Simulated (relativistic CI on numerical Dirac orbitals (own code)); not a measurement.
Radial parameters of Gd LIX

Method of calculation: Dirac-Coulomb-Breit CI, orbitals from a KLI potential per configuration, QED by a radiative potential, unscaled Slater integrals (own radial code, finite nucleus).

Slater integrals F^k, G^k are unscaled and averaged over j, outside the closed core 1s2; ζ comes from projecting the Hamiltonian with its Breit term on Σ l·s of the shell.

- 2s2.2p2: F^2(2p,2p) = 1.211e+06, ζ(2p) = 4.0405e+06 cm⁻¹; <r>(2p) = 0.07802, <r^2>(2p) = 0.007397 (bohr units).
- 2s.2p3: F^2(2p,2p) = 1.2098e+06, G^1(2s,2p) = 1.2901e+06, ζ(2p) = 4.0282e+06 cm⁻¹; <r>(2s) = 0.08918, <r^2>(2s) = 0.009408, <r>(2p) = 0.0781, <r^2>(2p) = 0.007411 (bohr units).
- 2p4: F^2(2p,2p) = 1.208e+06, ζ(2p) = 4.0161e+06 cm⁻¹; <r>(2p) = 0.07821, <r^2>(2p) = 0.007433 (bohr units).

Averages of the first 10 configurations, taken without configuration mixing, which lowers the lowest level and can move excited configurations by several eV; other configurations of the list can lie among them:

```json
{"Configuration": "2s2.2p2", "Parity": "even", "States": "15", "Average energy above the lowest level (eV)": "991.9"}
{"Configuration": "2s.2p3", "Parity": "odd", "States": "40", "Average energy above the lowest level (eV)": "1739.2"}
{"Configuration": "2p4", "Parity": "even", "States": "15", "Average energy above the lowest level (eV)": "2539.4"}
{"Configuration": "2p3.3s", "Parity": "odd", "States": "40", "Average energy above the lowest level (eV)": "9419.4"}
{"Configuration": "2p3.3p", "Parity": "even", "States": "120", "Average energy above the lowest level (eV)": "9637.3"}
{"Configuration": "2p3.3d", "Parity": "odd", "States": "200", "Average energy above the lowest level (eV)": "9814.4"}
{"Configuration": "2s2.2p.3s", "Parity": "odd", "States": "12", "Average energy above the lowest level (eV)": "7937.9"}
{"Configuration": "2s2.2p.3p", "Parity": "even", "States": "36", "Average energy above the lowest level (eV)": "8165.1"}
{"Configuration": "2s2.2p.3d", "Parity": "odd", "States": "60", "Average energy above the lowest level (eV)": "8342.3"}
{"Configuration": "2s.2p2.3s", "Parity": "even", "States": "60", "Average energy above the lowest level (eV)": "8652.0"}
```
